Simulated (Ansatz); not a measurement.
Cost and result for the atomization energy of C$_{5}$H$_{14}$ClGeN (`CC(C)[NH][Ge]([CH3])([CH3])[Cl]`) (22 atoms, 21 bonds).

```xyz
22

C     0.936    2.083   -0.823
C     0.064    1.399    0.221
C    -0.979    2.354    0.781
N    -0.589    0.198   -0.284
Ge    0.196   -1.441   -0.282
C     0.952   -1.802    1.466
C    -1.082   -2.732   -0.956
Cl    1.907   -1.538   -1.665
H     0.323    2.418   -1.666
H     1.694    1.399   -1.210
H     1.437    2.961   -0.407
H     0.708    1.083    1.051
H    -1.657    2.683   -0.014
H    -1.576    1.865    1.552
H    -0.511    3.244    1.208
H    -1.146    0.393   -1.106
H     1.369   -2.809    1.480
H     0.180   -1.720    2.233
H     1.753   -1.096    1.687
H    -0.614   -3.715   -1.025
H    -1.945   -2.788   -0.291
H    -1.417   -2.438   -1.952
```

Charge 0, multiplicity 1. Correlated methods include outer-core shells of Ge, which these sets cover unevenly. Scalar relativity is left out up to krypton. The structure was optimised at the PBE0-D4/def2-TZVP level. It is one conformer, not always the lowest. Program: Ansatz. All runs use 6 threads of an AMD EPYC 7R13 on a shared host and a share of an NVIDIA H100 80 GB. Times are those of one run each, without the atoms' runs, and a repeat can differ threefold. Electronic energies, without spin–orbit coupling; frozen cores. CCSD(T)/CBS adds CCSD(T) − MP2 in def2-TZVPP to the MP2 limit, and its time is that of the two runs behind it. T1 = 0.010. With those shells the extrapolation isn't a true limit. B3LYP takes the VWN-RPA correlation (the form of Gaussian; ORCA's B3LYP/G). HSE06 is the plane-wave form, built on full-range PBE exchange.

CCSD(T)/CBS is a level of theory with its own doubt, some kJ/mol a heavy atom from the limit and from the frozen cores, so smaller differences don't rank the functionals.

```
                             level  functions  atomization (kJ/mol)  difference from CCSD(T)/CBS  per bond
r2SCAN-D4/def2-TZVPP (with forces)        472                8307.0                          1.9       0.1
 B3LYP-D4/def2-TZVPP (with forces)        472                8289.8                        -15.3      -0.7
                    MP2/def2-QZVPP        921                8311.2                          6.1       0.3
                 CCSD(T)/CBS(def2)          –                8305.1                          0.0       0.0
              revPBE-D4/def2-TZVPP        472                8247.4                        -57.7      -2.7
                PBE0-D4/def2-TZVPP        472                8332.6                         27.5       1.3
               BHLYP-D4/def2-TZVPP        472                8112.0                       -193.1      -9.2
  ωB97M-V/def2-TZVPP (with forces)        472                8311.2                          6.1       0.3
                CCSD(T)/def2-TZVPP        472                8125.7                       -179.4      -8.5
                BLYP-D4/def2-TZVPP        472                8241.2                        -63.9      -3.0
   PBE-D4/def2-TZVPP (with forces)        472                8425.5                        120.4       5.7
               HSE06-D4/def2-TZVPP        472                8336.7                         31.6       1.5
                  CCSD(T)/def2-SVP        204                7907.1                       -398.0     -18.9
```

Order the runs by time, with rough figures. (Best estimate.)

Ansatz gave: PBE-D4/def2-TZVPP (with forces) 2.9 s; r2SCAN-D4/def2-TZVPP (with forces) 3 s; BLYP-D4/def2-TZVPP 3.2 s; PBE0-D4/def2-TZVPP 3.2 s; BHLYP-D4/def2-TZVPP 3.3 s; revPBE-D4/def2-TZVPP 3.4 s; B3LYP-D4/def2-TZVPP (with forces) 3.8 s; ωB97M-V/def2-TZVPP (with forces) 3.9 s; HSE06-D4/def2-TZVPP 4 s; CCSD(T)/def2-SVP 4 s; MP2/def2-QZVPP 8 s; CCSD(T)/def2-TZVPP 29 s; CCSD(T)/CBS(def2) 37 s.

In def2-TZVPP, CCSD(T) changes the Hartree–Fock value by +1967.2 kJ/mol (the triples alone add +108.1 kJ/mol) and MP2 by +2048.2 kJ/mol; breaking electron pairs costs correlation energy, which Hartree–Fock lacks. From BLYP to BHLYP (50 % exact exchange), in def2-TZVPP and without D4, the atomization energy moves by −77.6 kJ/mol: exact exchange takes away binding that semilocal exchange gives to molecules. The D4 term adds +89.4 kJ/mol with B3LYP and +48.7 kJ/mol with PBE0; it sums over pairs of atoms, weighted by their polarisabilities, and B3LYP, whose exchange is more repulsive, gets the larger term.
